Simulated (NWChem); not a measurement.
Everything below was run with NWChem. System: F2Sn, charge 0, spin multiplicity 1, at a geometry optimised with B3LYP/def2-SVP with def2 effective core potentials on Sn. The structure started from a generated list of species. Level: RHF/def2-TZVP with def2 effective core potentials on Sn.

Input file:

```
start mol
memory heap 200 mb stack 900 mb global 1100 mb
geometry units angstroms nocenter noautoz
  Sn     0.000000     0.000000     0.346181
  F      1.459591     0.000000    -0.961614
  F     -1.459591     0.000000    -0.961614
  symmetry group C2v
end
basis spherical
  * library def2-tzvp
end
ecp
  Sn library def2-ecp
end
scf
  rhf
  nopen 0
  maxiter 100
  thresh 1e-7
  semidirect memsize 60000000 filesize 0
end
task scf energy
```

Part of the output:

```
             Northwest Computational Chemistry Package (NWChem) 7.3.0
             --------------------------------------------------------

                                NWChem Input Module
                                -------------------

 Scaling coordinates for geometry "geometry" by  1.889725989
 (inverse scale =  0.529177249)

 Turning off AUTOSYM since
 SYMMETRY directive was detected!

                             Geometry "geometry" -> ""
                             -------------------------

 Output coordinates in angstroms (scale by  1.889725989 to convert to a.u.)

  No.       Tag          Charge          X              Y              Z
 ---- ---------------- ---------- -------------- -------------- --------------
    1 Sn                  50.0000     0.00000000     0.00000000     0.34618100
    2 F                    9.0000     1.45959100     0.00000000    -0.96161400
    3 F                    9.0000    -1.45959100     0.00000000    -0.96161400

 Effective nuclear repulsion energy (a.u.)     257.7003022851

            Nuclear Dipole moment (a.u.)
            ----------------------------
        X                 Y               Z
 ---------------- ---------------- ----------------
     0.0000000000     0.0000000000    -0.0000037795

      Symmetry information
      --------------------

 Group name             C2v
 Group number             16
 Group order               4
 No. of unique centers     2

      Symmetry unique atoms

     1    2


 Summary of "ao basis" -> "" (spherical)
 ------------------------------------------------------------------------------
       Tag                 Description            Shells   Functions and Types
 ---------------- ------------------------------  ------  ---------------------
 *                         def2-tzvp                  on all atoms

 Summary of "ao basis" -> "ao basis" (spherical)
 ------------------------------------------------------------------------------
       Tag                 Description            Shells   Functions and Types
 ---------------- ------------------------------  ------  ---------------------
 Sn                        def2-tzvp                16       50   6s5p3d2f
 F                         def2-tzvp                11       31   5s3p2d1f

                                 NWChem SCF Module
                                 -----------------

  ao basis        = "ao basis"
  functions       =   112
  atoms           =     3
  closed shells   =    20
  open shells     =     0
  charge          =   0.00
  wavefunction    = RHF
  use symmetry    = T
  symmetry adapt  = T

 Summary of "ao basis" -> "ao basis" (spherical)
 ------------------------------------------------------------------------------
       Tag                 Description            Shells   Functions and Types
 ---------------- ------------------------------  ------  ---------------------
 Sn                        def2-tzvp                16       50   6s5p3d2f
 F                         def2-tzvp                11       31   5s3p2d1f

      Symmetry analysis of basis
      --------------------------

        a1         42
        a2         15
        b1         33
        b2         22

 Forming initial guess at       0.1s

      Superposition of Atomic Density Guess
      -------------------------------------

 Sum of atomic energies:        -447.94826044

      Non-variational initial energy
      ------------------------------

 Total energy =    -411.941239
 1-e energy   =    -897.055569
[...]
                 3     -412.4045982557  2.55D-02  6.17D-03      1.8
                 4     -412.4046865079  2.86D-04  7.65D-05      2.0
                 5     -412.4046865201  2.27D-08  7.27D-09      2.6

       Final RHF  results
       ------------------

         Total SCF energy =   -412.404686520088
      One-electron energy =   -898.814449709113
      Two-electron energy =    364.798956840623
 Nuclear repulsion energy =    121.610806348403

        Time for solution =      1.1s

       Symmetry analysis of molecular orbitals - final
       -----------------------------------------------

  Numbering of irreducible representations:

     1 a1          2 a2          3 b1          4 b2

  Orbital symmetries:

     1 b1          2 a1          3 a1          4 b2          5 b1
     6 a1          7 b1          8 a1          9 a2         10 b2
    11 a1         12 a1         13 b1         14 a1         15 b1
    16 a1         17 b2         18 a2         19 b1         20 a1
    21 b2         22 b1         23 a1         24 b2         25 a1
    26 b1         27 a1         28 b2         29 a2         30 a1

             Final eigenvalues
             -----------------

              1
    1  -26.2324
    2  -26.2324
    3   -5.9136
    4   -4.1067
    5   -4.0994
    6   -4.0969
    7   -1.5187
    8   -1.5152
    9   -1.3711
   10   -1.3678
   11   -1.3666
   12   -1.3606
   13   -1.3454
   14   -0.6884
   15   -0.6108
   16   -0.6028
   17   -0.5973
   18   -0.5844
   19   -0.5776
   20   -0.4202
   21   -0.0099
   22    0.0584
   23    0.0811
   24    0.1695
   25    0.2096
   26    0.2271
   27    0.3017
   28    0.3134
   29    0.3135
   30    0.3291

                       ROHF Final Molecular Orbital Analysis
                       -------------------------------------

 Vector   18  Occ=2.000000D+00  E=-5.843817D-01  Symmetry=a2
              MO Center=  1.1D-14,  1.7D-16, -9.4D-01, r^2= 2.6D+00
   Bfn.  Coefficient  Atom+Function         Bfn.  Coefficient  Atom+Function
  ----- ------------  ---------------      ----- ------------  ---------------
    57      0.339557  2 F  py                88     -0.339557  3 F  py
    60      0.297646  2 F  py                91     -0.297646  3 F  py
    63      0.202770  2 F  py                94     -0.202770  3 F  py

 Vector   19  Occ=2.000000D+00  E=-5.775753D-01  Symmetry=b1
              MO Center=  1.7D-15,  1.3D-16, -9.3D-01, r^2= 2.7D+00
   Bfn.  Coefficient  Atom+Function         Bfn.  Coefficient  Atom+Function
  ----- ------------  ---------------      ----- ------------  ---------------
    56      0.321244  2 F  px                87      0.321244  3 F  px
    59      0.283028  2 F  px                90      0.283028  3 F  px
    62      0.188598  2 F  px                93      0.188598  3 F  px

 Vector   20  Occ=2.000000D+00  E=-4.201562D-01  Symmetry=a1
              MO Center=  6.9D-15,  7.0D-15,  6.1D-01, r^2= 2.6D+00
   Bfn.  Coefficient  Atom+Function         Bfn.  Coefficient  Atom+Function
  ----- ------------  ---------------      ----- ------------  ---------------
     5      0.551411  1 Sn s                  6      0.500851  1 Sn s
     2      0.426154  1 Sn s                  3     -0.339234  1 Sn s
     1     -0.268868  1 Sn s                  4     -0.265688  1 Sn s
    18      0.233344  1 Sn pz                12     -0.199907  1 Sn pz
    15      0.178269  1 Sn pz

 Vector   21  Occ=0.000000D+00  E=-9.868685D-03  Symmetry=b2
              MO Center= -7.5D-14, -7.3D-15,  5.2D-01, r^2= 4.6D+00
   Bfn.  Coefficient  Atom+Function         Bfn.  Coefficient  Atom+Function
  ----- ------------  ---------------      ----- ------------  ---------------
    20      0.577361  1 Sn py                17      0.385300  1 Sn py
    11     -0.287040  1 Sn py                14      0.241056  1 Sn py

 Vector   22  Occ=0.000000D+00  E= 5.842596D-02  Symmetry=b1
              MO Center=  6.6D-14, -1.1D-18,  8.3D-01, r^2= 6.6D+00
   Bfn.  Coefficient  Atom+Function         Bfn.  Coefficient  Atom+Function
  ----- ------------  ---------------      ----- ------------  ---------------
    19      0.987704  1 Sn px                35     -0.287521  1 Sn d  1
    13      0.230159  1 Sn px                10     -0.197285  1 Sn px

 Vector   23  Occ=0.000000D+00  E= 8.106348D-02  Symmetry=a1
              MO Center= -6.8D-14, -2.5D-17,  6.0D-01, r^2= 7.6D+00
   Bfn.  Coefficient  Atom+Function         Bfn.  Coefficient  Atom+Function
  ----- ------------  ---------------      ----- ------------  ---------------
    21      1.128999  1 Sn pz                 5     -0.299671  1 Sn s
    18     -0.280469  1 Sn pz                15      0.193897  1 Sn pz
     2     -0.179666  1 Sn s                 34      0.171840  1 Sn d  0
    36      0.157254  1 Sn d  2

 center of mass
 --------------
 x =   0.00000000 y =   0.00000000 z =   0.05184500

 moments of inertia (a.u.)
 ------------------
         175.510159153014           0.000000000000           0.000000000000
           0.000000000000         464.582838630984           0.000000000000
           0.000000000000           0.000000000000         289.072679477970

  Mulliken analysis of the total density
  --------------------------------------

    Atom       Charge   Shell Charges
 -----------   ------   -------------------------------------------------------
    1 Sn  22    20.78   0.29 -0.77  1.53  0.95  1.07  0.74 -0.40  6.35  0.39  0.35  0.04  8.99  1.05  0.11  0.08  0.01
    2 F    9     9.61   0.77  1.20  0.59  1.00  0.40  2.22  2.28  1.14  0.00  0.01  0.00
    3 F    9     9.61   0.77  1.20  0.59  1.00  0.40  2.22  2.28  1.14  0.00  0.01  0.00

       Multipole analysis of the density wrt the origin
       ------------------------------------------------

     L   x y z        total         open         nuclear
     -   - - -        -----         ----         -------
     0   0 0 0      0.000000      0.000000     40.000000

     1   1 0 0      0.000000      0.000000      0.000000
     1   0 1 0      0.000000      0.000000      0.000000
     1   0 0 1      1.655269      0.000000    -18.317246

     2   2 0 0    -30.450300      0.000000    136.940696
     2   1 1 0     -0.000000      0.000000      0.000000
     2   1 0 1     -0.000000      0.000000      0.000000
     2   0 2 0    -21.422929      0.000000      0.000000
     2   0 1 1      0.000000      0.000000      0.000000
     2   0 0 2    -27.763527      0.000000     68.854173

 Task  times  cpu:        2.6s     wall:        2.6s

 Total times  cpu:        2.7s     wall:        2.7s
```
